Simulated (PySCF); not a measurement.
**Removing an electron from `C[O+](C)[AlH2-][O][Si](C)(C)C`**

Compound: C5H17AlO2Si.
Structure used (PBE0-D3(BJ)/def2-SVP), in Å, numbered top down from 1:
```xyz
26
C5H17AlO2Si angstrom
C      2.3521   -0.9698    0.5473
O      2.3614   -0.0872   -0.5649
C      3.5815   -0.0341   -1.2813
Al     1.1191    1.4690   -0.5966
O     -0.2434    0.6697    0.1006
Si    -1.7691    0.1121    0.3821
C     -2.6437   -0.2311   -1.2451
C     -2.7397    1.3806    1.3696
C     -1.6378   -1.4853    1.3706
H      3.1038   -0.6578    1.2907
H      1.3453   -0.9147    0.9779
H      2.5634   -1.9949    0.2055
H      3.8339   -1.0370   -1.6594
H      4.3945    0.3393   -0.6373
H      3.4299    0.6502   -2.1261
H      1.8896    2.4869    0.3696
H      1.1215    1.7457   -2.1729
H     -2.0976   -0.9857   -1.8334
H     -3.6680   -0.6032   -1.0821
H     -2.7086    0.6841   -1.8548
H     -3.7531    1.0182    1.6063
H     -2.8398    2.3226    0.8072
H     -2.2297    1.6099    2.3187
H     -1.1234   -1.3130    2.3300
H     -2.6323   -1.9032    1.5954
H     -1.0735   -2.2504    0.8130
```

Level: PBE0/def2-SVPD (PySCF). Frontier orbitals with their largest atomic shares (Löwdin; up to four atoms above 4 %):

```tsv
orbital	ε (eV)	main atoms
HOMO−3	-8.84	Al4 24 %, H17 18 %, H16 13 %, O5 12 %
HOMO−2	-7.81	C7 22 %, O5 14 %, Si6 13 %, Al4 10 %
HOMO−1	-7.62	O5 30 %, C9 21 %, C8 16 %, Si6 14 %
HOMO	-7.05	?
LUMO	0.19	Al4 18 %, C3 14 %, C1 12 %, H12 8 %
LUMO+1	0.46	Al4 23 %, Si6 8 %, C3 6 %, H17 5 %
LUMO+2	0.81	Al4 19 %, O2 10 %, H15 10 %, C3 9 %
```

Q: What vertical ionisation energy does ΔSCF give, and how far is −ε(HOMO) from it?

A: ΔSCF: 8.75 eV (844 kJ/mol; threshold wavelength 142 nm); ⟨S²⟩ of the doublet left behind is 0.759, against 0.75 for a pure doublet. −ε(HOMO) is 7.05 eV, 1.70 eV below it. In exact Kohn–Sham theory the two would be equal; PBE0 (global hybrid, 25 % exact exchange) falls short of its own ΔSCF value by 19 %.

Q: On which atoms does the HOMO lie?

A: Al4 (aluminium bonded to 2 O and 2 H) 25 %, H16 (Al–H hydrogen) 21 %, H17 (Al–H hydrogen) 19 %, O5 (oxygen bonded to Al and Si) 18 %, so no atom holds as much as 40 %. The HOMO−1 lies 0.57 eV lower.

Q: How many of the 10 lowest singlet excitations (vertical TDDFT, same level) lie below the ionisation energy?

A: All 10; they run from 6.29 to 7.61 eV.

Q: What kinetic energy would electrons from this vertical process carry with Lyman-α light (10.199 eV)?

A: 10.20 − 8.75 = 1.45 eV.

Geometry: PBE0-D3(BJ)/def2-SVP, one conformer, isolated molecule.
